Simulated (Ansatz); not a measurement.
# Molecular dynamics of BrH3

The input (input.yaml):

```yaml
crystal:
  periodic: [false, false, false]
  atoms:
    - { symbol: Br, position_ang: [-0.268412, -0.728126, -1.546666] }
    - { symbol: H, position_ang: [0.263366, 0.604184, -1.50901] }
    - { symbol: H, position_ang: [-0.0518, -0.086952, 1.168622] }
    - { symbol: H, position_ang: [0.056746, 0.210994, 1.886954] }
basis:
  gaussian: { orbitals: def2-SVP }
hamiltonian:
  xc: lda
md:
  timestep: 0.5
  n_steps: 600
  ensemble: nve
  temperature: 300.0
  initial_velocities: maxwell_boltzmann
  seed: 248889
  masses: [{ species: H, mass: 2.014 }]
scf:
  lower_state_search: "off"
```

Run as:

```bash
$ ansatz run input.yaml --threads 1 --pin off --max-ram 2048MiB --backend cpu --events-out ev --progress --plain --runs-dir out
```

It starts from a relaxed structure.

Output, in part (step lines, the closing report, with atoms numbered from 0):

```
md step     0: t =     0.00 fs  T =   300.0 K  F+E_penalty+E_count = -69987.64897488 eV  E_kin = 0.077556 eV  conserved = -69987.57141888 eV  (12 SCF iters)
md step     1: t =     0.50 fs  T =   296.4 K  F+E_penalty+E_count = -69987.64803209 eV  E_kin = 0.076617 eV  conserved = -69987.57141476 eV  (17 SCF iters)
md step     2: t =     1.00 fs  T =   286.2 K  F+E_penalty+E_count = -69987.64538140 eV  E_kin = 0.073998 eV  conserved = -69987.57138325 eV  (17 SCF iters)
md step     3: t =     1.50 fs  T =   271.6 K  F+E_penalty+E_count = -69987.64155827 eV  E_kin = 0.070223 eV  conserved = -69987.57133485 eV  (17 SCF iters)
md step     4: t =     2.00 fs  T =   255.6 K  F+E_penalty+E_count = -69987.63736207 eV  E_kin = 0.066080 eV  conserved = -69987.57128252 eV  (17 SCF iters)
md step     5: t =     2.50 fs  T =   241.4 K  F+E_penalty+E_count = -69987.63365052 eV  E_kin = 0.062412 eV  conserved = -69987.57123828 eV  (17 SCF iters)
md step     6: t =     3.00 fs  T =   231.8 K  F+E_penalty+E_count = -69987.63114691 eV  E_kin = 0.059936 eV  conserved = -69987.57121116 eV  (12 SCF iters)
md step     7: t =     3.50 fs  T =   228.6 K  F+E_penalty+E_count = -69987.63029346 eV  E_kin = 0.059087 eV  conserved = -69987.57120629 eV  (11 SCF iters)
[... lines left out ...]
md step   597: t =   298.50 fs  T =   192.9 K  F+E_penalty+E_count = -69987.62112535 eV  E_kin = 0.049862 eV  conserved = -69987.57126343 eV  (17 SCF iters)
md step   598: t =   299.00 fs  T =   178.8 K  F+E_penalty+E_count = -69987.61744718 eV  E_kin = 0.046220 eV  conserved = -69987.57122692 eV  (17 SCF iters)
md step   599: t =   299.50 fs  T =   169.8 K  F+E_penalty+E_count = -69987.61510276 eV  E_kin = 0.043893 eV  conserved = -69987.57121001 eV  (12 SCF iters)
md step   600: t =   300.00 fs  T =   166.9 K  F+E_penalty+E_count = -69987.61436453 eV  E_kin = 0.043149 eV  conserved = -69987.57121598 eV  (12 SCF iters)
Total energy: -69987.61438767 eV, -2571.9973894381 hartree
Atom 0 at    -0.263763    -0.724131    -1.549911 Å, force     0.036716     0.248114     0.000026 eV/Å
Atom 1 at    -0.097471     0.708312    -1.442443 Å, force    -0.030622    -0.275617    -0.001414 eV/Å
Atom 2 at     0.023482     0.236748     1.818368 Å, force     0.167654    -0.676255    -0.491257 eV/Å
Atom 3 at     0.157846    -0.375326     1.299376 Å, force    -0.173748     0.703758     0.492646 eV/Å
Dipole moment:     0.021593     0.221502    -0.024914 e Å
```

The steps, from the saved trajectory:

| time (fs) | T (K) | potential energy less start (eV) | conserved less start (meV/atom) |
| --- | --- | --- | --- |
| 0.0 | 300 | 0.000 | 0.00 |
| 10.0 | 234 | 0.017 | 0.04 |
| 20.0 | 139 | 0.042 | 0.05 |
| 30.0 | 96 | 0.053 | 0.01 |
| 40.0 | 66 | 0.061 | 0.01 |
| 50.0 | 31 | 0.070 | 0.04 |
| 60.0 | 30 | 0.070 | 0.05 |
| 70.0 | 71 | 0.059 | 0.03 |
| 80.0 | 110 | 0.049 | 0.00 |
| 90.0 | 113 | 0.048 | 0.02 |
| 100.0 | 121 | 0.046 | 0.06 |
| 110.0 | 177 | 0.032 | 0.02 |
| 120.0 | 215 | 0.022 | 0.00 |
| 130.0 | 185 | 0.030 | 0.04 |
| 140.0 | 139 | 0.042 | 0.06 |
| 150.0 | 128 | 0.044 | 0.03 |
| 160.0 | 122 | 0.046 | 0.00 |
| 170.0 | 84 | 0.056 | 0.03 |
| 180.0 | 50 | 0.065 | 0.06 |
| 190.0 | 61 | 0.062 | 0.03 |
| 200.0 | 77 | 0.058 | 0.00 |
| 210.0 | 54 | 0.064 | 0.03 |
| 220.0 | 26 | 0.071 | 0.05 |
| 230.0 | 37 | 0.068 | 0.05 |
| 240.0 | 76 | 0.058 | 0.01 |
| 250.0 | 100 | 0.052 | 0.01 |
| 260.0 | 117 | 0.048 | 0.05 |
| 270.0 | 188 | 0.029 | 0.04 |
| 280.0 | 281 | 0.005 | 0.00 |
| 290.0 | 265 | 0.009 | 0.02 |
| 300.0 | 167 | 0.035 | 0.05 |

All steps were run. The conserved energy stayed within 0.06 meV per atom of its start (net change 0.051 meV per atom), so the integration is sound. A run of 0.3 ps of so small a system gives no equilibrium averages.

The same pairs are bonded in the first frame and the last. Pairs count as bonded within 1.25 times the sum of covalent radii (0.12 Å more for H–H).

Last frame:

```xyz
4
Properties=species:S:1:pos:R:3
Br -0.264 -0.724 -1.550
H -0.098 0.708 -1.442
H 0.024 0.237 1.818
H 0.158 -0.375 1.299
```

The run took 2.5 min on 1 thread of Arm Neoverse V2, on a shared host, peak memory 0.082 GiB.
